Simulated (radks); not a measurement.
Spherical quantum dot in the effective-mass picture: electrons in a hard-walled sphere of radius 2.58, with a point charge +1 (a donor) at the centre, all in effective atomic units (hartree* = m*/eps^2 hartree, bohr* = eps/m* bohr), one dielectric constant everywhere. Calculated with a radial shooting solver with Libxc functionals: non-relativistic Kohn-Sham, PBEsol, spin-polarised, spherical densities. Levels are named by radial order and angular momentum (1s, 1p, 1d, 2s, ...), and open shells are averaged over m. Results are scaled to m* = 0.111 and eps = 16.1, for which hartree* = 11.65 meV and bohr* = 7.675 nm.

N = 38, configuration 1s2 1p6 1d10 2s2 1f14 1g(up 4, down 0). This is the lowest configuration that the search found. Occupied and some empty levels:

| level | occupation | eigenvalue (meV) | <r> (nm) |
|---|---|---|---|
| 1s up | 1 | 221.90 | 13.28 |
| 1s down | 1 | 222.44 | 13.22 |
| 1p up | 3 | 226.57 | 13.95 |
| 1p down | 3 | 227.17 | 13.93 |
| 1d up | 5 | 234.36 | 14.40 |
| 1d down | 5 | 235.00 | 14.39 |
| 1f up | 7 | 245.00 | 14.77 |
| 1f down | 7 | 245.67 | 14.76 |
| 2s up | 1 | 248.45 | 8.030 |
| 2s down | 1 | 248.60 | 8.054 |
| 1g up | 4 | 258.29 | 15.07 |
| 1g down | 0 | 258.98 | 15.07 |
| 2p up | 0 | 267.13 | 10.13 |
| 2p down | 0 | 267.36 | 10.13 |
| 1h up | 0 | 274.07 | 15.33 |
| 1h down | 0 | 274.78 | 15.33 |
| 2d up | 0 | 285.86 | 11.22 |
| 2d down | 0 | 286.16 | 11.21 |
| 3s up | 0 | 287.60 | 9.295 |
| 3s down | 0 | 287.87 | 9.302 |

Energy (meV): total 5043.89, kinetic 1459.8, external -264.59, Hartree 4173.5, exchange-correlation -324.86.
